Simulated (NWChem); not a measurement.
Molecule: SiH$_{3}$Cl; SMILES [SiH3]Cl

```xyz
5

Si     0.0000     0.0000    -0.9580
Cl     0.0000     0.0000     1.1223
H     -0.7926    -1.1766    -1.4475
H      1.4152    -0.0981    -1.4475
H     -0.6226     1.2747    -1.4475
```
Atoms are numbered in this order, from 1.

The geometry was optimised at PBE-D3(BJ)/def2-SVP.

Problem. Give the principal values of the shielding tensors (ppm) of Si1, Cl2 from PBE0/def2-TZVP, GIAO (NWChem), with their diamagnetic and paramagnetic parts as GIAO splits them.

Solution. 
```tsv
atom	σ11	σ22	σ33	isotropic	diamagnetic	paramagnetic
Si1	333.4	333.4	432.4	366.4	880.0	-513.6
Cl2	1017.5	1017.5	1022.3	1019.1	1148.0	-128.9
```
